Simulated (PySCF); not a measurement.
Bi(F)(Me)2 (C₂H₆BiF), SMILES [CH3][Bi]([CH3])[F]. Heavy atoms are numbered as in [Bi:1]([F:2])([CH3:3])[CH3:7]. Hydrogens are named by the atom that carries them.

Geometry: PBE-D3(BJ)/def2-SVP. The def2 effective core potentials stand for the cores of Bi; spin–orbit coupling is left out.

All values below come from PySCF with B3LYP/def2-TZVP.

Atomic charges (e), one atom of each kind:

```json
[
 {"atom": "Bi1", "Mulliken": "?", "Löwdin": "0.83"},
 {"atom": "F2", "Mulliken": "?", "Löwdin": "-0.39"},
 {"atom": "C3 (CH3)", "Mulliken": "?", "Löwdin": "-0.55"},
 {"atom": "H on C3", "Mulliken": "?", "Löwdin": "0.10"}
]
```

Complete the blanks. (The exact figures need the calculation; the answer reports its results.)


- Bi1, Mulliken: 0.94
- F2, Mulliken: -0.53
- C3 (CH3), Mulliken: -0.60
- H on C3, Mulliken: 0.13
